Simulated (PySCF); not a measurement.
Dy (dysprosium, neutral) across methods

[Xe] 4f10 6s1 6p1, one real determinant (an excited configuration). Computed with PySCF 2.14 in ANO-RCC-VTZP, with scalar relativity by spin-free X2C-1e.

```json
{"method": "LDA", "E (hartree)": "-12147.60", "mean ε 6s α (eV)": "-4.429", "mean ε 4f β (eV)": "-2.081", "mean ε 6p α (eV)": "-1.155", "Σ⟨r²⟩ (bohr²)": "78.07", "⟨S²⟩": "12.002"}
{"method": "PBE0", "E (hartree)": "-12156.03", "mean ε 6s α (eV)": "-4.940", "mean ε 4f β (eV)": "-4.455", "mean ε 6p α (eV)": "-1.846", "Σ⟨r²⟩ (bohr²)": "79.10", "⟨S²⟩": "12.003"}
{"method": "UHF", "E (hartree)": "-12151.80281", "mean ε 6s α (eV)": "-6.489", "mean ε 4f β (eV)": "-10.835", "mean ε 6p α (eV)": "-3.342", "Σ⟨r²⟩ (bohr²)": "81.03", "⟨S²⟩": "12.006"}
{"method": "r2SCAN", "E (hartree)": "-12156.40", "mean ε 6s α (eV)": "-4.363", "mean ε 4f β (eV)": "-2.162", "mean ε 6p α (eV)": "-1.337", "Σ⟨r²⟩ (bohr²)": "79.04", "⟨S²⟩": "12.004"}
{"method": "PBE", "E (hartree)": "-12156.20", "mean ε 6s α (eV)": "-4.282", "mean ε 4f β (eV)": "-2.097", "mean ε 6p α (eV)": "-1.231", "Σ⟨r²⟩ (bohr²)": "78.79", "⟨S²⟩": "12.002"}
```

⟨L²⟩ = 35.96 against 56 for a pure K term, so this real determinant mixes terms. Spin-orbit coupling, absent here, splits the open shell strongly.
